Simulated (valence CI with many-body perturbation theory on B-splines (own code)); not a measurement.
**Cu XV: one-electron terms**

Computed by relativistic CI+MBPT: five valence electrons over a frozen Dirac-Fock core [Ne], radial functions for each j: 11 s, 11 p, 10 d, 8 f, 5 g, 2 h, with the one-electron correlation potential Σ1 (screened to all orders), the two-electron term Σ2, the three-electron term Σ3, Breit, model QED; selected single and double excitations, second order for the rest, scaled by the run's own slope (own B-spline code, finite nucleus).

No measured levels were compared; by estimate levels of excited configurations hold to 0.05 to 0.15 % of their energy, terms of the ground configuration to about 0.5 %. Among the levels kept, up to 3300 cm⁻¹ of a level comes from second order outside the variational space, and about a tenth of that is noise between levels of different J, which matters for small intervals.

These are the spectroscopic orbitals of the CI (the correlating ones are not listed), shaped by the core and the other valence electrons. h is the expectation value of the core's Dirac-Fock operator, without the valence repulsion; Σ1 is computed up to l = 3 at one energy for each symmetry, that of its lowest orbital but kept below the first core excitation, so for empty shells it is not the orbital's own correlation shift; Breit and QED include the response of the core.

| Orbital | h (hartree) | Σ1 (cm⁻¹) | Breit (cm⁻¹) | QED (cm⁻¹) | ⟨r⟩ (bohr) |
| --- | --- | --- | --- | --- | --- |
| 3s1/2 | -24.557 | -5162 | 1320 | 883 | 0.6148 |
| 4s1/2 | -12.943 | -1514 | 460 | 313 | 1.207 |
| 5s1/2 | -7.9641 | -646 | 207 | 142 | 2.009 |
| 6s1/2 | -5.3951 | -341 | 112 | 77.0 | 3.006 |
| 7s1/2 | -3.8955 | -202 | 67.3 | 46.5 | 4.203 |
| 8s1/2 | -2.9443 | -130 | 43.7 | 30.2 | 5.600 |
| 3p1/2 | -23.032 | -5991 | 2074 | -70.5 | 0.6078 |
| 4p1/2 | -12.307 | -1768 | 732 | -24.3 | 1.230 |
| 5p1/2 | -7.6504 | -778 | 341 | -11.2 | 2.056 |
| 6p1/2 | -5.2174 | -416 | 188 | -6.1 | 3.078 |
| 7p1/2 | -3.7853 | -250 | 114 | -3.7 | 4.300 |
| 8p1/2 | -2.8714 | -162 | 74.8 | -2.4 | 5.721 |
| 3p3/2 | -22.861 | -5837 | 1284 | 1.2 | 0.6131 |
| 4p3/2 | -12.241 | -1736 | 447 | 0.9 | 1.237 |
| 5p3/2 | -7.6177 | -766 | 211 | 0.5 | 2.065 |
| 6p3/2 | -5.199 | -411 | 116 | 0.3 | 3.089 |
| 7p3/2 | -3.7739 | -247 | 70.4 | 0.2 | 4.313 |
| 8p3/2 | -2.8639 | -160 | 46.0 | 0.1 | 5.736 |
| 3d3/2 | -20.798 | -6709 | 737 | -40.1 | 0.5637 |
| 4d3/2 | -11.431 | -1747 | 255 | -13.5 | 1.237 |
| 5d3/2 | -7.2267 | -770 | 122 | -6.5 | 2.099 |
| 6d3/2 | -4.9792 | -413 | 68.3 | -3.6 | 3.159 |
| 7d3/2 | -3.6379 | -249 | 42.0 | -2.2 | 4.419 |
| 3d5/2 | -20.77 | -6602 | 292 | -22.9 | 0.5651 |
| 4d5/2 | -11.419 | -1718 | 101 | -7.3 | 1.238 |
| 5d5/2 | -7.2204 | -757 | 48.6 | -3.4 | 2.101 |
| 6d5/2 | -4.9755 | -406 | 27.1 | -1.9 | 3.162 |
| 7d5/2 | -3.6356 | -245 | 16.7 | -1.1 | 4.422 |
| 4f5/2 | -11.003 | -906 | 9.1 | -2.0 | 1.137 |
| 5f5/2 | -7.0127 | -474 | 6.6 | -1.2 | 2.026 |
| 6f5/2 | -4.8571 | -275 | 4.4 | -0.7 | 3.112 |
| 7f5/2 | -3.5618 | -173 | 3.0 | -0.5 | 4.398 |
| 4f7/2 | -10.998 | -901 | -0.2 | 0.2 | 1.138 |
| 5f7/2 | -7.0104 | -471 | -0.1 | -0.1 | 2.027 |
| 6f7/2 | -4.8558 | -273 | -0.1 | -0.1 | 3.113 |
| 7f7/2 | -3.561 | -172 | -0.1 | -0.1 | 4.399 |
| 5g7/2 | -6.9216 |  | 0.1 | -0.3 | 1.821 |
| 6g7/2 | -4.8089 |  | 0.1 | -0.2 | 2.915 |
| 7g7/2 | -3.5328 |  | 0.1 | -0.1 | 4.210 |
| 5g9/2 | -6.9205 |  | 0.0 | 0.2 | 1.821 |
| 6g9/2 | -4.8082 |  | 0.0 | 0.1 | 2.915 |
| 7g9/2 | -3.5323 |  | 0.0 | 0.1 | 4.210 |
| 6h9/2 | -4.7937 |  |  |  | 2.598 |
| 6h11/2 | -4.7932 |  |  |  | 2.598 |

Among the shells of the start configuration 3s2 3p3, Σ1 is largest in size for 3p1/2, where it is 0.12 % of h.

Lowest root of each symmetry, sizes in configuration state functions:

| J | Parity | Roots | Reference | Variational | Second order | Change by selected CI (cm⁻¹) | Change by second order (cm⁻¹) |
| --- | --- | --- | --- | --- | --- | --- | --- |
| 1/2 | even | 12 | 96 | 31960 | 1414132 | -9831 | -287 |
| 3/2 | even | 18 | 152 | 31751 | 2846329 | -9215 | -821 |
| 5/2 | even | 16 | 157 | 31968 | 3012213 | -9098 | -997 |
| 7/2 | even | 10 | 116 | 31987 | 3253875 | -13366 | -1213 |
| 9/2 | even | 5 | 74 | 31990 | 2952558 | -13771 | -1040 |
| 11/2 | even | 2 | 33 | 32729 | 2169277 | -9518 | -592 |
| 13/2 | even | 2 | 13 | 32883 | 1866885 | -9833 | -312 |
| 1/2 | odd | 22 | 84 | 31997 | 1942090 | -13172 | -755 |
| 3/2 | odd | 34 | 138 | 31966 | 4201566 | -9728 | -945 |
| 5/2 | odd | 32 | 139 | 31996 | 4825601 | -11299 | -1724 |
| 7/2 | odd | 24 | 108 | 31991 | 5220040 | -7658 | -1007 |
| 9/2 | odd | 12 | 63 | 31818 | 4398494 | -7874 | -780 |
| 11/2 | odd | 4 | 30 | 31902 | 3613170 | -14798 | -1210 |
